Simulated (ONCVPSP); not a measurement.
## Configuration tests for nickel (Ni) (ONCV)

| Item | Value |
| --- | --- |
| Element | Ni (Z = 28) |
| Generator | ONCVPSP 4.0.1 |
| Type | optimised norm-conserving Vanderbilt (ONCV) |
| Functional | PBE |
| Relativity | fully relativistic |
| Frozen core | [Ne] |
| Valence charge | 18 |
| Reference configuration | 3s2 3p6 3d8 4s1 (charge +1) |
| Partial waves | 3s+4s: rc 1.45 bohr, ncon 3, nbas 7, qcut 6.5 1/bohr, 2 projectors; 3p: rc 1.05 bohr, ncon 4, nbas 8, qcut 11.3 1/bohr, 3 projectors, debl 1.2 Ha; 3d: rc 1.00 bohr, ncon 5, nbas 10, qcut 15.9 1/bohr, 2 projectors, debl 3.8 Ha |
| Local potential | polynomial inside 0.80 bohr (lpopt 5, dvloc0 3 Ha) |
| Core correction | Teter function, fcfact 3, rcfact 1.54 |

Open shells are filled in proportion to 2j + 1.

In the p channel the program set the typed energies aside and used -2.931, 0.250, 1.450 Ha (j = l + 1/2; the other j can differ).

Energies are relative to the spin-unpolarised reference configuration 3s2 3p6 3d8 4s1; without spin polarisation the order of configurations can differ from experiment.

Q: Give the all-electron excitation energy and the error of the potential for: 3s2 3p6 3d8 4s2; 3s2 3p6 3d8 4s0; 3s2 3p6 3d7 4s0; 3s2 3p6 3d8 4s1 4p1.

A:

```json
{"valence configuration": "3s2 3p6 3d8 4s2", "charge": "0", "ΔE all-electron (eV)": "-9.323", "error AE − PS (meV)": "+0.1"}
{"valence configuration": "3s2 3p6 3d8 4s0", "charge": "+2", "ΔE all-electron (eV)": "17.351", "error AE − PS (meV)": "+1.1"}
{"valence configuration": "3s2 3p6 3d7 4s0", "charge": "+3", "ΔE all-electron (eV)": "54.817", "error AE − PS (meV)": "+0.6"}
{"valence configuration": "3s2 3p6 3d8 4s1 4p1", "charge": "0", "ΔE all-electron (eV)": "-4.728", "error AE − PS (meV)": "-0.1"}
```

Levels in the configuration 3s2 3p6 3d7 4s0:

```csv
level,all-electron (eV),pseudo (eV)
3s j=1/2,-150.550,-150.653
3p j=3/2,-109.946,-109.961
3p j=1/2,-112.196,-112.210
3d j=5/2,-46.951,-46.944
3d j=3/2,-47.222,-47.213
```
